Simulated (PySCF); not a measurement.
SCF from a fresh guess for singlet SiBr2, at the PBE0 minimum. PySCF input:

```python
from pyscf import gto, scf, dft
mol = gto.M(atom='''
Si     1.199206    -0.116810     0.000000
Br    -0.212562     0.020705     1.754186
Br    -0.212562     0.020705    -1.754186''',
    basis={'Si': 'def2-SVP', 'Br': 'def2-SVP'},
    charge=0, spin=0)
mf = dft.RKS(mol, xc='PBE0')
mf.grids.atom_grid = (50, 194)
aux = {'Si': 'def2-universal-JKFIT', 'Br': 'def2-universal-JKFIT'}
mf = mf.density_fit(auxbasis=aux)
mf.conv_tol = 1e-08
mf.diis_space = 10
mf.max_cycle = 60
mf.init_guess = 'minao'
mf.verbose = 4
mf.kernel()
```

Excerpt of the output (cycles and frontier levels):

```
init E= -5434.42318903264
  HOMO = -0.253996374274704  LUMO = -0.114492578689732  gap/eV = 3.79609
cycle= 1 E= -5436.39683230176  delta_E= -1.97  |g|= 0.294  |ddm|= 1.89
  HOMO = -0.282062434917609  LUMO = -0.153121652024073  gap/eV = 3.50866
cycle= 2 E= -5436.34677614168  delta_E= 0.0501  |g|= 0.484  |ddm|= 1.12
  HOMO = -0.275863912273972  LUMO = -0.115202553767999  gap/eV = 4.37182
cycle= 3 E= -5436.43200930209  delta_E= -0.0852  |g|= 0.041  |ddm|= 0.658
  HOMO = -0.275712429909358  LUMO = -0.113764502653544  gap/eV = 4.40683
cycle= 4 E= -5436.4321248213  delta_E= -0.000116  |g|= 0.00515  |ddm|= 0.0204
  HOMO = -0.276269487127117  LUMO = -0.113858776368007  gap/eV = 4.41942
cycle= 5 E= -5436.43212837262  delta_E= -3.55e-06  |g|= 0.0014  |ddm|= 0.00779
  HOMO = -0.27609639470483  LUMO = -0.113690300279061  gap/eV = 4.41929
cycle= 6 E= -5436.43212886312  delta_E= -4.9e-07  |g|= 0.000238  |ddm|= 0.00223
  HOMO = -0.276090332815858  LUMO = -0.113698020824176  gap/eV = 4.41892
cycle= 7 E= -5436.43212888474  delta_E= -2.16e-08  |g|= 5.27e-05  |ddm|= 0.000389
  HOMO = -0.276096697705393  LUMO = -0.113705099039232  gap/eV = 4.41890
cycle= 8 E= -5436.43212888612  delta_E= -1.38e-09  |g|= 1.28e-05  |ddm|= 0.00014
  HOMO = -0.276097353560656  LUMO = -0.113706593029411  gap/eV = 4.41888
Extra cycle  E= -5436.43212888615  delta_E= -2.46e-11  |g|= 1.04e-05  |ddm|= 2.72e-05
converged SCF energy = -5436.43212888615
```

No lower solution of this spin was found by a stability analysis within the restricted form, which does not test spin polarisation.

The search for the lowest solution, with the stability check, took 6.3 s on 2 threads of a shared Arm Neoverse N1 host, with 82 basis functions; the process peaked at 0.29 GiB. Launch command: `OMP_NUM_THREADS=2 python axn.py task.json out`.
